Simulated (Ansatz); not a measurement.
Mo(Me)4 (C₄H₁₂Mo), SMILES [CH3][Mo]([CH3])([CH3])[CH3] (connectivity only; charge and spin as stated), neutral, multiplicity 3.

Geometry: PBE-D3(BJ)/def2-SVP. The spin state was assumed, not searched. The def2 effective core potentials stand for the cores of Mo; spin–orbit coupling is left out.

Two levels are set side by side: PBE/def2-SVPD (Ansatz, an electronic-structure program) and PBE0/def2-SVPD (Ansatz). Energy differences of separate SCF runs at the same geometry; the states with an electron removed or added have multiplicity 2 and 2. Differences are taken from unrounded values.

```json
[
 {"quantity": "vertical ionisation energy (eV)", "PBE": "7.06"}
]
```

Question: These are the PBE values. What does PBE0 give? (The exact figures need the calculation; the answer reports its results.)

Answer: 
| quantity | PBE0 | PBE minus PBE0 |
|---|---|---|
| vertical ionisation energy (eV) | 7.38 | -0.32 |
